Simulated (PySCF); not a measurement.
# One molecule, several mistakes: ClFH4Si2

All numbers below are calculated, not measured. The program is PySCF 2.14.0, an open-source quantum chemistry code, run on an isolated molecule that a program drew, which may never have been made. The molecule is ClFH4Si2 (charge 0, singlet), drawn as the SMILES string `F[SiH]([SiH3])Cl`.

Each row is a Hartree-Fock (HF) and frozen-core CCSD(T) single point in the cc-pV(D+d)Z basis, meant for a local HF minimum. Run 1 is clean. Each other run has one planted mistake out of seven kinds, and not every kind appears here: one electron removed, one electron added, multiplicity raised by two, geometry at a saddle point, minimal basis STO-3G, one bond length entered in bohr, all coordinates scaled. The reference is restricted for singlets and unrestricted otherwise, and also for a bond in bohr. Adding or removing an electron swaps singlet and doublet. Electrons count all cores. HOMO and LUMO are orbital energies over both spins, the gradient is its largest component, and the lowest frequency (negative if imaginary) is given only where the gradient is small. Bond lengths are over the 7 bonds as drawn. T1 is the CCSD diagnostic: over 0.02 (restricted) or 0.045 (unrestricted) a single reference is doubtful.

Geometry of the clean run:
```xyz
8
ClFH4Si2, angstrom
F    -1.1367   -0.2270   -0.6648
Si   -0.7181    1.2625   -0.2103
Si   -0.8188    2.6993   -2.0713
Cl    1.2171    1.1653    0.4981
H    -1.5808    1.6260    0.9214
H     0.1071    2.2079   -3.1145
H    -0.4224    4.0589   -1.6407
H    -2.2033    2.7288   -2.5954
```

| run | electrons | basis functions | <S^2> | HOMO (eV) | LUMO (eV) | gradient (hartree/bohr) | lowest frequency (cm^-1) | mean bond (Å) | longest bond (Å) | T1 | HF (hartree) | CCSD(T) (hartree) | mistake |
|---|---|---|---|---|---|---|---|---|---|---|---|---|---|
| 1 | 58 | 103 | 0.000 | -11.33 | 2.93 | 1.5e-05 | 99 | 1.7053 | 2.353 | 0.0121 | -1139.25692 | -1139.84025 | no fault |
| 2 | 58 | 103 | 0.832 | -9.63 | 0.66 | 9.9e-03 | - | 1.8935 | 2.798 | 0.0396 | -1139.14684 | -1139.71948 | one bond length entered in bohr |
| 3 | 57 | 103 | 0.767 | -18.10 | -9.32 | 8.2e-02 | - | 1.7053 | 2.353 | 0.0268 | -1138.87674 | -1139.45492 | one electron removed |
| 4 | 59 | 103 | 0.760 | 1.67 | 8.44 | 6.9e-02 | - | 1.7053 | 2.353 | 0.0132 | -1139.17127 | -1139.77124 | ? |
| 5 | 58 | 103 | 2.009 | -4.94 | -2.62 | 3.0e-02 | - | 1.7053 | 2.353 | 0.0237 | -1139.02715 | -1139.60986 | ? |

**Which mistake was planted in run 4, and what did it cost?**

It counts 59 electrons, one more than the clean run, at the same geometry and basis. So the mistake is: one electron added. Subtracting run 1 and multiplying by 627.51 kcal/mol a hartree, the energy moved by 53.7 kcal/mol in HF and 43.3 kcal/mol in CCSD(T).

**Which mistake was planted in run 5, and what did it cost?**

Electrons, basis and geometry are unchanged, and <S^2> is 2.009, beside S(S+1) = 2.00 for a multiplicity of 3. So the mistake is: multiplicity raised by two. Subtracting run 1 and multiplying by 627.51 kcal/mol a hartree, the energy moved by 144.2 kcal/mol in HF and 144.6 kcal/mol in CCSD(T).

Cautions from the logs. Run 4: the HOMO is above zero, so the electron isn't bound and the energy depends on the basis.
